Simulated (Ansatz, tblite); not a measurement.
Removing an electron: the cluster Na3Li⁻. Charge -1, multiplicity 2. Geometry: PBE0/def2-TZVPD. Ansatz, gas phase; energy differences of separate SCF runs; the oxidised species is a singlet (the triplet lies 0.24 eV higher at PBE0/def2-TZVPD).

```xyz
4

Li   -0.517   -1.035    0.922
Na    0.651    1.297   -1.155
Na    0.229    1.746    2.390
Na   -0.363   -2.007   -2.156
```

The xTB rows come from tblite. The structure comes from a short search, and lower isomers may exist.

| level | −HOMO (eV) | vertical IE (eV) | −LUMO (eV) | HOMO–LUMO gap (eV) | remarks |
| --- | --- | --- | --- | --- | --- |
| GFN2-xTB | – | 1.79 | – | – | – |
| PBE/def2-TZVPD | -0.40 | 0.92 | -0.95 | 0.56 | HOMO above zero (-1 doublet), restricted SCF unstable in HF (singlet) |
| PBE0/def2-TZVPD | -0.01 | 0.89 | -1.33 | 1.32 | HOMO above zero (-1 doublet), restricted SCF unstable in HF (singlet) |

Run but left out: HF/def2-TZVPPD, r2SCAN/def2-TZVPD, MP2/def2-TZVPPD, CCSD/def2-TZVPPD, CCSD(T)/def2-TZVPPD (doublet: ⟨S²⟩ 1.05 to 1.79, where a pure state has 0.75).  A HOMO above zero means that the electron is unbound at that level or that self-interaction error raises the level; the energy of removing that electron tells which. HOMO and LUMO are the levels of the spin that leaves or enters (xTB has no such levels and no spin-polarisation term). Other spin states of the ions may lie lower, which would lower the ionisation energy or raise the affinity. Raw xTB energy differences between charge states are shifted by several eV; the methods need an empirical correction for them.
